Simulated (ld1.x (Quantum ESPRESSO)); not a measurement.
Before and after: TM potential for sulfur (S)

S (Z = 16), norm-conserving Troullier–Martins (Kleinman–Bylander form), made with ld1.x (Quantum ESPRESSO) 7.5 (PW91, scalar-relativistic). Core [Ne], reference 3s2 3p2 (charge +2). Waves: 3p (bound): rc 1.40 bohr; 3s (bound): rc 1.25 bohr. Local part: the s channel. Core correction: Bessel-smoothed model core inside 1.25 bohr.

Change: wave 3s (bound): rc 1.25 bohr becomes 3s (bound): rc 1.00 bohr.

Cutoffs: the cutoffs (Ry, on a coarse ladder) from which the occupation-weighted sum of valence levels, in a spherical-Bessel basis at the reference potential, stays within 10 and 1 mRy of its value at 400 Ry; they do not see the model core or the augmentation charge, which bear on the density cutoff. Errors are all-electron minus pseudo energies relative to the spin-unpolarised reference configuration.

Task: How do hardness, ghosts and transferability respond?

Result: The potential gets harder (45 Ry and 70 Ry → 90 Ry and 230 Ry); of the 7 tests that both files solve, the error grows in 7 and shrinks in 0 by more than 15 % and 0.3 meV (median size 25.0 → 34.1 meV); the range in which the s phases agree narrows (upper end 4.4 → 0.9); the range in which the p phases agree narrows (upper end at the end of the scan → 3.4); neither file shows a bound ghost. A smaller radius makes the pseudo-wave follow the all-electron one further in, where it bends more sharply, so more plane waves are needed. That the errors move this way runs against the usual rule that smaller radii transfer better.

```csv
quantity,base,changed
"cutoff, loose",45 Ry,90 Ry
"cutoff, tight",70 Ry,230 Ry
loose cutoff by channel (10 mRy a level),"p 12 Ry, s 25 Ry","p 12 Ry, s 80 Ry"
bound ghosts,none,none
"error for 3s2 3p4, meV [ΔE -34.17 eV]",+30,+42
"error for 3s2 3p3, meV [ΔE -22.35 eV]",+12,+16
"error for 3s2 3p1, meV [ΔE 34.12 eV]",+17,+25
"error for 3s1 3p5, meV [ΔE -23.85 eV]",+25,+34
"error for 3s2 3p4.3, meV [ΔE -35.89 eV]",+35,+48
"error for 3s2 3p0, meV [ΔE 81.02 eV]",+95,+135
"error for 3s2 3p3.5, meV [ΔE -29.48 eV]",+21,+29
s: phases at 1.54 bohr within 0.05 rad from the reference energy up to (Ry; the scan ends near 5),4.4,0.9
p: phases at 1.54 bohr within 0.05 rad from the reference energy up to (Ry; the scan ends near 5),to the end of the scan,3.4
```
